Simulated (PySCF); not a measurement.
C4H9NSi, SMILES C=C1[SiH2]N[C@H]1C. The structure is a stationary point at PBE-D3(BJ)/def2-SVP. The structure was generated by enumeration; whether it is a known compound was not checked.

Computed equilibrium geometry at PBE-D3(BJ)/def2-SVP (PySCF confirms it by a frequency run) as Cartesian coordinates in Å:
```xyz
15

C     -0.7142     1.6358     1.2583
C     -0.4504     0.5531     0.5130
Si    -1.2227    -0.5608    -0.8036
N      0.3984    -1.1919    -0.6366
C      0.8362    -0.2982     0.4553
C      2.1174     0.4816     0.1562
H      0.0250     2.0490     1.9687
H     -1.6814     2.1610     1.1966
H     -1.6075     0.0180    -2.1454
H     -2.3804    -1.4387    -0.3792
H      0.9294    -2.0215    -0.8953
H      0.9679    -0.8444     1.4246
H      2.3652     1.1726     0.9883
H      2.9768    -0.2090     0.0261
H      2.0007     1.0726    -0.7744
```
